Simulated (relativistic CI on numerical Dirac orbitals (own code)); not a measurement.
Fe²⁺: resonant inelastic scattering at the L2,3 edge

Computed with this model: Dirac-Coulomb-Breit CI, KLI orbitals optimised for each configuration, model QED (radiative potential, 1s self-energy scaled to tabulated hydrogen-like ionisation energies), valence Slater integrals scaled by 0.7, Kramers-Heisenberg scattering through one core-hole configuration in a parametric crystal field; configurations [Ar] 3d6 → [He] 2s2 2p5 3s2 3p6 3d7; 300 K; core-hole width 0.24 eV; summed over polarisations. Incident energies are the highest absorption maxima for each field (at most a few, so the weaker spin-orbit partner edge can be absent), on the computed scale of the free ion. Intensities are in per cent of the strongest line above 0.02 eV; levels within 1 cm⁻¹ are merged; final levels count from the ground level, the first row holds all elastic scattering, lines under 0.4 are left out and each table stops after 24 rows. The scale of the Slater integrals is a model choice and moves the terms in proportion.

Field parameters in Wybourne normalisation: Oh B⁴₀ = 21Dq, B⁴₄ = √(5/14) B⁴₀. The field is a parameter set, without covalency.

S is read from ⟨S²⟩ = S(S + 1).

Oh, 10Dq = 3250 cm⁻¹:

| Final level (eV) | Degeneracy | Irrep | S | 709.5 eV | 710.1 eV | 710.4 eV |
| --- | --- | --- | --- | --- | --- | --- |
| 0.000 | 3 | T2 | 2.00 | 382.9 | 97.9 | 259.8 |
| 0.022 | 2 | E | 2.00 | 22.1 | 20.8 | 58.1 |
| 0.024 | 3 | T1 | 2.00 | 38.4 | 18.0 | 47.6 |
| 0.052 | 1 | A1 | 2.00 | 17.9 | 19.4 | 25.1 |
| 0.059 | 3 | T1 | 2.00 | 78.6 | 33.2 | 42.2 |
| 0.064 | 3 | T2 | 2.00 | 100.0 | 21.8 | 16.0 |
| 0.443 | 1 | A2 | 2.00 | 13.1 | 7.8 | 5.3 |
| 0.445 | 3 | T2 | 2.00 | 24.3 | 40.3 | 55.8 |
| 0.446 | 2 | E | 2.00 | 16.3 | 31.8 | 51.8 |
| 0.448 | 3 | T1 | 2.00 | 24.9 | 46.9 | 71.8 |
| 0.450 | 1 | A1 | 2.00 | 2.8 | 12.6 | 22.7 |
| 1.689 | 2 | E | 1.00 | 1.1 | 0.6 | 1.4 |
| 1.693 | 3 | T2 | 1.00 | 2.1 | 1.2 | 3.0 |
| 1.729 | 1 | A1 | 0.98 | 0.3 | 0.3 | 0.6 |
| 1.735 | 3 | T1 | 1.00 | 9.0 | 0.8 | 1.1 |
| 1.879 | 1 | A2 | 1.00 | 1.7 | 0.2 | 0.3 |
| 1.887 | 3 | T2 | 1.00 | 2.0 | 0.7 | 1.5 |
| 1.893 | 3 | T1 | 0.99 | 4.2 | 1.2 | 1.2 |
| 1.903 | 2 | E | 1.00 | 4.5 | 0.6 | 0.8 |
| 2.030 | 3 | T1 | 0.99 | 4.0 | 0.9 | 1.4 |
| 2.033 | 2 | E | 1.00 | 3.8 | 0.7 | 0.8 |
| 2.039 | 3 | T2 | 1.00 | 6.4 | 1.6 | 1.0 |
| 2.040 | 1 | A1 | 1.00 | 0.7 | 0.1 | 0.2 |
| 2.194 | 3 | T1 | 1.00 | 5.7 | 1.0 | 0.9 |

Oh, 10Dq = 7350 cm⁻¹:

```
Final level (eV)  Degeneracy  Irrep     S  709.5 eV  710.6 eV  722.1 eV
           0.000           3     T2  2.00     419.2     135.7      64.7
           0.023           2      E  2.00       9.6      25.7       5.3
           0.025           3     T1  2.00      37.5      20.1       5.4
           0.056           1     A1  2.00      10.1      21.1       2.5
           0.060           3     T1  2.00      89.5      32.9      21.0
           0.063           3     T2  2.00     100.0      11.7      18.2
           0.950           6         2.00      25.1      90.1      13.8
           0.951           3     T1  2.00      16.0      64.6      17.9
           0.951           1     A1  2.00       3.5      25.3       0.6
           1.233           1     A1  0.76       0.8       1.5       0.5
           1.247           2      E  1.00       5.2       4.0       1.9
           1.251           3     T2  1.00       8.3       5.7       3.1
           1.294           3     T1  1.00       9.5       1.4       1.6
           1.454           1     A1  0.46       0.4       0.3       1.2
           1.634           3     T1  0.99       7.7       4.7      15.8
           1.644           2      E  1.00       1.4       0.8       3.8
           1.658           3     T2  1.00       5.2       8.4       8.2
           1.664           1     A2  1.00       1.3       1.1       0.1
           2.014           3     T1  0.87       5.3       2.0      11.1
           2.034           2      E  1.00       2.0       0.8       0.9
           2.040           3     T2  1.00       2.1       4.6       5.2
           2.051           1     A1  1.00       1.5       0.2       1.3
           2.152           3     T1  0.44       1.4       1.0      14.6
           2.240           2      E  1.00       1.7       2.5       1.9
```

Oh, 10Dq = 11400 cm⁻¹:

| Final level (eV) | Degeneracy | Irrep | S | 709.6 eV | 710.9 eV | 722.3 eV |
| --- | --- | --- | --- | --- | --- | --- |
| 0.000 | 3 | T2 | 2.00 | 476.0 | 84.6 | 52.9 |
| 0.022 | 2 | E | 2.00 | 13.0 | 17.5 | 5.1 |
| 0.024 | 3 | T1 | 2.00 | 63.7 | 14.8 | 10.2 |
| 0.054 | 1 | A1 | 1.99 | 9.8 | 12.5 | 2.8 |
| 0.059 | 3 | T1 | 1.99 | 100.0 | 28.5 | 17.6 |
| 0.061 | 3 | T2 | 2.00 | 91.7 | 15.7 | 19.1 |
| 0.402 | 1 | A1 | 0.11 | 0.6 | 1.3 | 3.0 |
| 0.786 | 2 | E | 1.00 | 4.2 | 4.3 | 2.9 |
| 0.790 | 3 | T2 | 1.01 | 11.2 | 9.8 | 4.0 |
| 0.832 | 3 | T1 | 1.01 | 8.4 | 5.0 | 1.3 |
| 0.874 | 1 | A1 | 0.97 | 1.5 | 2.0 | 6.9 |
| 1.279 | 3 | T1 | 0.99 | 22.4 | 3.8 | 4.9 |
| 1.288 | 2 | E | 1.01 | 4.5 | 1.6 | 0.7 |
| 1.316 | 3 | T2 | 1.01 | 3.9 | 4.5 | 7.9 |
| 1.328 | 1 | A2 | 1.01 | 3.4 | 0.7 | 2.0 |
| 1.449 | 1 | A1 | 1.99 | 5.2 | 15.4 | 1.2 |
| 1.450 | 3 | T1 | 1.99 | 17.8 | 50.0 | 19.4 |
| 1.451 | 2 | E | 1.99 | 15.9 | 28.5 | 8.3 |
| 1.452 | 3 | T2 | 1.99 | 13.2 | 45.3 | 10.9 |
| 1.453 | 1 | A2 | 1.99 | 2.9 | 5.6 | 3.9 |
| 1.646 | 3 | T1 | 0.09 | 1.7 | 2.4 | 3.6 |
| 2.037 | 2 | E | 1.00 | 2.0 | 3.6 | 0.4 |
| 2.042 | 3 | T2 | 1.00 | 2.5 | 3.7 | 3.3 |
| 2.056 | 3 | T1 | 0.99 | 5.2 | 3.7 | 15.5 |

For the first field the strongest loss at the lowest incident energy is the level at 0.06 eV (S = 2.00, against 2.00 in the thermal ground state). Levels of other spin, the first over 8 % at 1.73 eV, appear because spin-orbit coupling of the core hole, and in heavier ions of the valence shell too, mixes spins.
